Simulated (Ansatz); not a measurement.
Job for Ansatz (a program for electronic structure): R-wB97X-V/def2-TZVPPD on ClFHIn (SMILES [F][InH][Cl]). Elements past Kr take the def2 small-core potentials; no spin–orbit coupling. Files ending in .json are basis or fitting sets from the Basis Set Exchange.

Ansatz 0.2 input:
```yaml
crystal:
  periodic: [false, false, false]
  atoms:
    - {symbol: F, position_ang: [0.88015887, 1.42083704, 1.16466787]}
    - {symbol: In, position_ang: [-0.72704925, 0.27460369, 1.39663289]}
    - {symbol: Cl, position_ang: [-2.20336360, 1.29155318, 2.95065230]}
    - {symbol: H, position_ang: [-1.21903755, -0.78506614, 0.15777114]}
basis:
  gaussian:
    orbitals: def2-TZVPPD.json
hamiltonian:
  xc: {name: wB97X-V}
scf: {lower_state_search: off}
```

Question: What total energy does the run end on?

Answer: -750.7838 hartree.

Question: How many basis functions does it have, and what does it roughly cost on one machine?

Answer: 164 functions; about 6 core-seconds (a rough figure).
